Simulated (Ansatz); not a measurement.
Cartesian coordinates (Å):
SMILES: c1c(O)cc2-c1ccc(cc2)B
```xyz
21

B     -3.7397     0.5704     0.2659
C     -2.2171     0.3315     0.1727
C     -1.5770    -0.1910     1.3205
C     -0.2441    -0.5100     1.5487
C      0.8519    -0.3984     0.6893
C      2.1681    -0.7400     0.9942
C      2.9543    -0.4721    -0.1460
O      4.2668    -0.6927    -0.1786
C      2.1561     0.0419    -1.1894
C      0.8410     0.1087    -0.7227
C     -0.2616     0.5615    -1.4453
C     -1.5936     0.6566    -1.0512
H     -4.3377     0.3163     1.2871
H     -4.3474     1.0115    -0.6834
H     -2.2435    -0.3720     2.1693
H     -0.0109    -0.9047     2.5434
H      2.5362    -1.1413     1.9363
H      4.6140    -0.4449    -1.0431
H      2.4981     0.3355    -2.1821
H     -0.0433     0.8860    -2.4685
H     -2.2705     1.0473    -1.8171
```
Charge 0, multiplicity 1.

These are Ansatz (a quantum-chemistry and plane-wave program) with frozen-core CCSD(T)/cc-pVDZ // PBE0-D3(BJ)/def2-SVP values and carry that method's errors. The restricted HF reference is unstable towards unrestricted orbitals.

HF energy: -483.43874 Ha
MP2 correlation energy: -1.56952 Ha

### Question
Estimate the CCSD correlation energy, the (T) correction, the total energy and the T1 diagnostic.

### Answer

```json
{
  "CCSD correlation energy": "-1.62332 Ha",
  "(T) correction": "-0.07682 Ha",
  "CCSD(T) total energy": "-485.13887 Ha",
  "T1 diagnostic": "0.015"
}
```
